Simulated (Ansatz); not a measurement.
A structure relaxed at PBE-D4/def2-SVP in Ansatz, charge 0, singlet:

```xyz
6

Ga   -0.099    0.723    1.800
Ga   -1.316   -1.338   -1.137
Ga    2.016    0.718    0.368
Ga   -1.378    1.074   -0.407
Ga    0.734    0.835   -1.836
In    0.042   -2.012    1.212
```

(1) Give its formula.

(2) Summarise the bond lengths by kind (pairs closer than 1.2 times the sum of covalent radii, bridged metal pairs left out).

Answers

(1) InGa5 (the lowest singlet isomer of a short search).

(2) 5 × Ga–Ga 2.52 to 2.57 Å; 2 × Ga–In 2.80 Å.

In the def2 sets In takes a core potential; there is no spin–orbit coupling. The restricted singlet is unstable towards broken spin symmetry in Hartree–Fock (as tested in another run); at PBE-D4/def2-SVP this wasn't settled. The structure comes from a short search, and lower isomers may exist.
